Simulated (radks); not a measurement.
Results of a calculation; reference values are marked as such.
Valence configurations of Br (all share [Ar]). Code: a radial shooting solver on a logarithmic mesh with Libxc functionals. Model: scalar-relativistic Kohn-Sham, PBE, spin-polarised, spherical densities, finite nucleus; open shells are filled with parallel spins first; Fermi nuclear charge, rms radius 4.1629 fm. Energies are relative to 3d10 4s2 4p5; eigenvalues in eV for spin up.

valence	E (eV)	moment (Bohr magnetons)	e(3d)	e(4p)	e(4s)
3d10 4s2 4p5	0.000	1	-66.743	-8.204	-20.493
3d10 4s1 4p6	12.300	1	-68.370	-8.852	-21.428
3d9.5 4s2 4p5.5	30.803	1	-73.237	-8.718	-21.497
3d9 4s2 4p6	64.083	1	-79.857	-9.225	-22.475

NIST lists [Ar] 3d10 4s2 4p5 as the ground configuration; this level of theory agrees among the configurations tried. The energies are those of spherical high-spin densities, not of single terms.
